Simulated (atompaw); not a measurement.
Reading a pseudo-wave (indium)

Columns: radius, all-electron u(r) and pseudo u(r) of the 4d shell (level -18.62 eV) of indium in the configuration [Kr] 4d10 5s2 5p1; PBE, scalar-relativistic, PAW (atompaw) scheme, atompaw 4.2.0.5.

```csv
r (bohr),all-electron,pseudo
0.115,-0.3296,0.0038
0.231,-0.5008,0.0298
0.346,-0.2066,0.0928
0.462,0.2261,0.1988
0.577,0.5892,0.3380
0.692,0.8297,0.4932
0.808,0.9550,0.6422
0.923,0.9919,0.7596
1.038,0.9720,0.8311
1.154,0.9182,0.8511
1.269,0.8477,0.8248
1.385,0.7697,0.7659
1.500,0.6921,0.6923
1.615,0.6176,0.6176
1.731,0.5477,0.5477
1.846,0.4842,0.4842
1.962,0.4266,0.4266
2.077,0.3754,0.3754
2.192,0.3298,0.3298
2.308,0.2891,0.2891
2.423,0.2536,0.2536
2.538,0.2222,0.2222
2.654,0.1944,0.1944
2.769,0.1702,0.1702
2.885,0.1487,0.1487
3.000,0.1301,0.1301
```

Question: How many radial nodes do the two functions have?

Answer: The all-electron 4d function has n − l − 1 = 1; the pseudo-wave has 0, since the states of the same l below it are removed with the core.

Question: At about which radius was the pseudo-wave matched?

Answer: 1.65 bohr. The columns agree to 0.0005 from 1.50 bohr on; several derivatives are matched, so the curves merge somewhat inside the radius.

Question: Is the pseudo-wave norm-conserving?

Answer: No, it belongs to a PAW set: the norm inside the radius is not constrained, and the difference is carried by the augmentation charge.
